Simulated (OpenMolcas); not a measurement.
## Bi V: CASPT2 settings compared

```
Program             : OpenMolcas
Basis               : ANO-R1 [7s6p4d2f]
Scalar Hamiltonian  : X2C, finite nucleus
Active space        : 1 electron in 4 orbitals (6s 6p)
State averaging     : 2S+1 = 2 even, 1 root; 2S+1 = 2 odd, 3 roots
Spin-orbit coupling : RASSI with atomic mean-field integrals over the reference wave functions, term energies averaged over their components
```

Methods on the same reference wave functions:
A. CASSCF
B. SS-CASPT2, IPEA 0.3 Eh, imaginary shift 0.1 Eh (closed shells correlated: 5d)
C. SS-CASPT2, IPEA 0.6 Eh, sigma2 regulariser 0.15 Eh (closed shells correlated: 5d)
D. XMS-CASPT2, IPEA 0.3 Eh, no level shift (closed shells correlated: 5d)

Energies in cm⁻¹ above 6s ²S_1/2, the measured ground level; measured values from Moore, Atomic Energy Levels, vol. III, NSRDS-NBS 35 (1971 reprint of NBS Circular 467, 1958).

```json
{"Level": "6s ²S_1/2", "A": "0.0", "B": "0.0", "C": "0.0", "D": "0.0", "Measured": "0.0"}
{"Level": "6p ²P°_1/2", "A": "85040", "B": "87203", "C": "87224", "D": "86717", "Measured": "87754"}
{"Level": "6p ²P°_3/2", "A": "112196", "B": "114359", "C": "114380", "D": "113873", "Measured": "115674"}
```

Deviations, from unrounded energies. A percentage is the sum of absolute deviations over the sum of measured energies, with the sign that they share, or ± where signs differ.

| Against measurement | Levels | A | B | C | D |
| --- | --- | --- | --- | --- | --- |
| mean absolute deviation (cm-1) | 2 | 3100 | 930 | 910 | 1400 |
| other configurations (%) | 2 | -3.0 | -0.9 | -0.9 | -1.4 |

B, C lie about equally close to measurement and A furthest from it. The largest miss of C in the table is 6p ²P°_3/2, by -1300 cm-1. The ranking rests on the paired levels alone, and a cruder setting can come out closer through cancelling errors.

Among B to D the level of the table that moves most is 6p ²P°_1/2, by 510 cm-1 (lowest in D, highest in C).

The lowest spin-free term lies below A's lowest term by 0.259 hartree in B, 0.258 hartree in C, 0.259 hartree in D.

Spin-orbit splittings of 6p shells tend to come out small when the coupling is added on scalar orbitals. The basis is small and was not contracted for so high a charge. With one active electron the reference holds no correlation, so core polarisation is missing (holds for A). With one active electron, CASPT2 adds the correlation within the correlated inactive shells and between them and that electron, and leaves the splitting within a term as the reference gives it (holds for B; C; D). Computed and measured levels are paired by configuration, term and J; levels that our copy of the source lacks, or whose pairing is in doubt (as where it misses far off the trend of its configuration), stay unpaired and out of the deviations. Levels of configurations outside the active space are missing.

° marks odd parity.
